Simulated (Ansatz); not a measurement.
Cost and result up the ladder for the cluster BaSe2 (3 atoms). The state is a singlet with charge 0. Geometry: PBE0-D4/def2-TZVP.

```xyz
3

Ba    1.394   -0.159   -1.002
Se   -0.336    1.174    0.830
Se   -1.058   -1.015    0.172
```

Ansatz on 4 threads of Arm Neoverse V2 on a shared host. Times are rough, and most runs start from the orbitals of an earlier one. CAM-B3LYP-D4/def2-TZVP serves as the yardstick here, not as an exact answer. Differences are given only for rows in sets of like size (and for xTB, whose basis is part of the method), since another set adds its own error. Binding counts from free atoms at the same level (Ba singlet, Se triplet; other spins of the atoms weren't run), without zero-point energy or a counterpoise term.

In the def2 sets Ba takes a core potential; there is no spin–orbit coupling. HSE06 is defined as in plane-wave codes, on full-range PBE exchange. Correlated methods freeze 18 core orbitals; core or outer-core shells of Ba, Se are correlated, in sets that lack core-valence functions. The structure comes from a short search, and lower isomers may exist.

Correlated methods converge slowly with the basis.

```tsv
level	functions	wall time
PBE-D4/def2-SVP	94	1.1 s
MP2/def2-TZVP	136	1.2 s
revPBE-D4/def2-TZVP	136	1.8 s
PBE-D4/def2-TZVP (with forces)	136	1.9 s
PBE-D4/def2-TZVPD	154	2 s
PBE0-D4/def2-TZVP	136	2.1 s
BHLYP-D4/def2-TZVP	136	2.7 s
HSE06-D4/def2-TZVP	136	2.7 s
PBE0-D4/def2-TZVPD	154	2.9 s
CAM-B3LYP-D4/def2-TZVP	136	3.1 s
r2SCAN-D4/def2-TZVP	136	3.4 s
PBE-QIDH/def2-TZVP	136	4 s
r2SCAN-D4/def2-TZVPD	154	4.1 s
CCSD(T)/def2-TZVPP	136	8.5 s
```

Q: Estimate what each level gives for the binding energy per atom (eV).

A: 
| level | binding energy per atom (eV) | difference from CAM-B3LYP-D4/def2-TZVP (eV) |
| --- | --- | --- |
| PBE-D4/def2-SVP | 2.64 | – |
| MP2/def2-TZVP | 2.45 | 0.06 |
| revPBE-D4/def2-TZVP | 2.54 | 0.16 |
| PBE-D4/def2-TZVP (with forces) | 2.65 | 0.27 |
| PBE-D4/def2-TZVPD | 2.65 | 0.27 |
| PBE0-D4/def2-TZVP | 2.56 | 0.18 |
| BHLYP-D4/def2-TZVP | 2.32 | -0.06 |
| HSE06-D4/def2-TZVP | 2.56 | 0.18 |
| PBE0-D4/def2-TZVPD | 2.57 | 0.18 |
| CAM-B3LYP-D4/def2-TZVP | 2.39 | 0.00 |
| r2SCAN-D4/def2-TZVP | 2.67 | 0.28 |
| PBE-QIDH/def2-TZVP | 2.51 | 0.13 |
| r2SCAN-D4/def2-TZVPD | 2.67 | 0.28 |
| CCSD(T)/def2-TZVPP | 2.32 | -0.06 |
